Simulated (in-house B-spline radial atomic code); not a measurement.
## One electron outside the [Kr] 4d10 core: Sn3+

Computed with a B-spline radial code for spherical atoms, no-pair Dirac-Coulomb Hamiltonian, finite nucleus. Rungs: frozen-core Dirac-Hartree-Fock (DHF); Brueckner orbitals from the second-order correlation potential; the same with the Coulomb interaction screened by the core and the hole-particle interaction summed; Breit and QED terms from differences of relaxed Dirac-Fock atoms, where computed. Partial waves beyond l = 6 are extrapolated. The tables show a selection of states; those near core-excited levels, with erratic corrections or far from their DHF start are never shown.

Command:
```bash
python run_mb.py task.json out
```
Settings (nuclear radius in fm, box in bohr, cutoff in hartree):
```
basis_form          2
Z                   50
core_configuration  [Kr] 4d10
rms_radius          4.6519
mass_number         120
speed_of_light      137.036
box_radius          60.3
lmax                6
intervals           68
virtual_cutoff      5000.0
```

Cost of the run: 5.2 min on 1 thread of Arm Neoverse N1, on a shared host.

Removal energies (eV):

```csv
state,DHF,second order,screened,Breit + QED,final
5s1/2,39.1554,41.2122,40.7881,-0.0382,40.7499
5p1/2,30.9324,32.4321,32.1712,-0.0234,32.1478
5p3/2,30.1925,31.5949,31.3554,-0.0139,31.3415
5d3/2,19.7543,?,?,?,?
5d5/2,19.6676,?,?,?,?
```

(1) What does correlation do to 5d5/2?

(2) What does correlation do to 5d3/2?

(3) How does the lowest state compare with the NIST ionisation energy?

Electric-dipole lines from 5s1/2 (reduced matrix elements in atomic units, length form, static core polarisation, sign of DHF taken positive):

| upper | DHF | + core polarisation | + Brueckner | λ (nm) | A (s⁻¹) |
| --- | --- | --- | --- | --- | --- |
| 5p1/2 | 1.865 | 1.596 | 1.548 | 144.13 | 8.11e+08 |
| 5p3/2 | 2.641 | 2.269 | 2.201 | 131.78 | 1.07e+09 |

Magnetic hyperfine constants per unit nuclear g factor (MHz, nucleus as a uniformly magnetised ball; they apply to isotopes with nuclear spin):

```csv
state,DHF,+ core polarisation,+ Brueckner
5s1/2,19400,21470,23230
5p1/2,4119,4467,4960
5p3/2,636.2,768.3,854.2
```

(4) What is the static scalar polarisability of 5s1/2?

Answers

(1) It adds 0.5748 eV to the removal energy in second order and 0.5151 eV with screening; Breit and QED add 0.000444 eV, for a final 20.1832 eV.

(2) It adds 0.5846 eV to the removal energy in second order and 0.5253 eV with screening; Breit and QED add -0.0018 eV, for a final 20.2777 eV.

(3) 5s1/2 is bound by 40.750 eV, without recoil; NIST lists 40.74 ± 0.04 eV (measured), a difference of +0.0099 eV.

(4) 9.49 bohr³: 2.264 from the core and 7.226 from the valence electron, Pauli blocking included.
